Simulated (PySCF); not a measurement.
**PySCF run on SrI⁺**

Input:

```python
from pyscf import gto, scf
from pyscf.prop.polarizability import uhf as pol

mol = gto.M(
    atom='Sr 0 0 0; I 0 0 2.902',
    basis='def2-svp',
    ecp={'Sr': 'def2-svp', 'I': 'def2-svp'},
    charge=1,
    spin=0,
    symmetry=True,
    verbose=4,
)
mf = scf.UHF(mol)
mf.kernel()
print('polarizability (a.u.)')
print(pol.Polarizability(mf).polarizability().round(4))
mf.dip_moment()
print('orbital energies (hartree):', [e[max(0, n-3):n+3].round(4) for e, n in zip(mf.mo_energy, mol.nelec)])
```

```bash
$ OMP_NUM_THREADS=1 python input.py
```

The log (some set-up lines and the per-cycle HOMO/LUMO lines with their warnings removed):

```
PySCF version 2.14.0

[INPUT] verbose = 4
[INPUT] num. atoms = 2
[INPUT] num. electrons = 34
[INPUT] charge = 1
[INPUT] spin (= nelec alpha-beta = 2S) = 0
[INPUT] symmetry True subgroup None
[INPUT] Mole.unit = angstrom
[INPUT] Symbol           X                Y                Z      unit          X                Y                Z       unit  Magmom
[INPUT]  1 Sr     0.000000000000   0.000000000000   0.000000000000 AA    0.000000000000   0.000000000000   0.000000000000 Bohr   0.0
[INPUT]  2 I      0.000000000000   0.000000000000   2.902000000000 AA    0.000000000000   0.000000000000   5.483985213488 Bohr   0.0

nuclear repulsion = 45.5872855720193
point group symmetry = Coov
symmetry origin: [0.         0.         3.19396941]
symmetry axis x: [1. 0. 0.]
symmetry axis y: [0. 1. 0.]
symmetry axis z: [0. 0. 1.]
num. orbitals of irrep A1 = 19
num. orbitals of irrep E1x = 11
num. orbitals of irrep E1y = 11
num. orbitals of irrep E2x = 4
num. orbitals of irrep E2y = 4
number of shells = 19
number of NR pGTOs = 110
number of NR cGTOs = 49
basis = def2-svp
ecp = {'Sr': 'def2-svp', 'I': 'def2-svp'}

******** <class 'pyscf.scf.uhf_symm.SymAdaptedUHF'> ********
method = SymAdaptedUHF
initial guess = minao
damping factor = 0
level_shift factor = 0
DIIS = <class 'pyscf.scf.diis.CDIIS'>
diis_start_cycle = 1
diis_space = 8
diis_damp = 0
SCF conv_tol = 1e-09
SCF conv_tol_grad = None
SCF max_cycles = 50
direct_scf = True
direct_scf_tol = 1e-13
number electrons alpha = 17  beta = 17
Freeze 0 electrons in irreps []
    34 free electrons in irreps A1 E1x E1y E2x E2y
Set gradient conv threshold to 3.16228e-05
init E= -283.939504514225
cycle= 1 E= -325.473952506591  delta_E= -41.5  |g|= 1.74  |ddm|= 5.67

cycle= 2 E= -322.642931242501  delta_E= 2.83  |g|= 1.82  |ddm|= 4.89
cycle= 3 E= -326.664757762926  delta_E= -4.02  |g|= 0.502  |ddm|= 3.53
cycle= 4 E= -326.880808084188  delta_E= -0.216  |g|= 0.0962  |ddm|= 0.936
cycle= 5 E= -326.891574164535  delta_E= -0.0108  |g|= 0.0181  |ddm|= 0.267
cycle= 6 E= -326.892112181386  delta_E= -0.000538  |g|= 0.00633  |ddm|= 0.0652
cycle= 7 E= -326.892193234259  delta_E= -8.11e-05  |g|= 0.00194  |ddm|= 0.0202
cycle= 8 E= -326.892204899208  delta_E= -1.17e-05  |g|= 0.000597  |ddm|= 0.00854
cycle= 9 E= -326.892206283126  delta_E= -1.38e-06  |g|= 0.000171  |ddm|= 0.00325
cycle= 10 E= -326.892206390858  delta_E= -1.08e-07  |g|= 6.67e-05  |ddm|= 0.000891
cycle= 11 E= -326.892206406988  delta_E= -1.61e-08  |g|= 3.05e-05  |ddm|= 0.000298
cycle= 12 E= -326.892206411363  delta_E= -4.38e-09  |g|= 8.1e-06  |ddm|= 0.0002
cycle= 13 E= -326.892206411621  delta_E= -2.57e-10  |g|= 2.42e-06  |ddm|= 5.49e-05
Extra cycle  E= -326.892206411633  delta_E= -1.19e-11  |g|= 1.25e-06  |ddm|= 7.86e-06
converged SCF energy = -326.892206411633  <S^2> = 5.0739857e-11  2S+1 = 1
polarizability (a.u.)
Isotropic polarizability 47.2063007601
Polarizability anisotropy 32.7674914427
[[36.2838 -0.     -0.    ]
 [-0.     36.2838 -0.    ]
 [-0.     -0.     69.0513]]

WARN: System has nonzero charge 1; the dipole moment is origin-dependent.
Location of origin: [0. 0. 0.]

Dipole moment(X, Y, Z, Debye):  0.00000,  0.00000, -6.97589
orbital energies (hartree): [array([-0.5091, -0.4801, -0.4801, -0.1874, -0.1249, -0.1249]), array([-0.5091, -0.4801, -0.4801, -0.1874, -0.1249, -0.1249])]
```

In short: E(SCF) = -326.892206 Eh, 13 cycles, α(xx, yy, zz) = 36.3, 36.3, 69.1 bohr³.

Run time: 1.4 s on 1 thread of Arm Neoverse V1 (shared host), peak memory 0.11 GiB.

The bond length is a typed value, not an optimised one. The dipole of an ion depends on the origin. No search for the lowest solution was made.
